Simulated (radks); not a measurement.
Q: All-electron atom: Kr+ in [Ar] 3d10 4s2 4p5. All-electron calculation, Dirac Kohn-Sham, PBE, spin-unpolarised, spherical densities, finite nucleus; open shells fill j = l - 1/2 first; Fermi nuclear charge, rms radius 4.1884 fm. Program: a radial shooting solver on a logarithmic mesh with Libxc functionals.

Spin-orbit splittings of the eigenvalues, e(l+1/2) - e(l-1/2), with zeta = 2 splitting/(2l+1) and mean radii in bohr:

shell  occ.  splitting (eV)  zeta (eV)  <r> j=l-1/2  <r> j=l+1/2
2p        6               ?          ?       0.1573       0.1613
3p        6           7.918      5.279       0.5334       0.5438
3d       10           1.303     0.5214       0.5532       0.5571
4p        5          0.7165     0.4776        1.805        1.842

Estimate the 2p splitting.

A: 53.83 eV (zeta = 35.89 eV).
